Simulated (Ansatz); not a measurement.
The first iterations of a band of B₂FH₃O (7 atoms, charge 0, multiplicity 1).

Computed with Ansatz 0.2.0, RKS PBE0-D4/6-31G*.

```
movable images  : 4
climbing image  : no
spring          : 5.0 eV/Å²
optimiser       : quadratic models (default)
start path      : through a guess of the saddle point
force threshold : 0.05 eV/Å
iteration limit : 60
end points      : relaxed
```

First end point:

```xyz
7
Properties=species:S:1:pos:R:3
B -0.734 0.974 -0.153
B 0.288 -0.379 -0.138
O 0.693 -0.932 1.030
F 0.717 -0.930 -1.287
H -1.929 0.867 -0.174
H -0.306 2.094 -0.157
H 1.271 -1.694 0.879
```

Last end point:

```xyz
7
Properties=species:S:1:pos:R:3
B -0.644 0.854 -0.103
B 0.371 -0.485 -0.356
O 0.946 -1.260 0.599
F 0.653 -0.840 -1.613
H -1.836 0.744 -0.019
H -0.215 1.970 -0.004
H 0.726 -0.984 1.496
```

| iteration | highest image above the first end (eV) | largest band force component (eV/Å) |
| --- | --- | --- |
| 1 | 1020.552 | 16398.534 |
| 2 | 143.356 | 1060.626 |
| 3 | 129.346 | 942.731 |
| 4 | 68.213 | 473.864 |
| 5 | 36.506 | 214.453 |
| 6 | 26.175 | 153.940 |
| 7 | 15.624 | 99.030 |

**Question.** Does the band converge within its limit, and where does its top end?

**Answer.** The run converged. It ended after 22 iterations with the highest image 0.435 eV above the first end. No image climbed, so the highest image needn't sit at the top of the path.

Time of the run: 85 s on 1 thread of Intel(R) Xeon(R) 6975P-C (Granite Rapids) (shared host), peak memory 0.24 GiB.
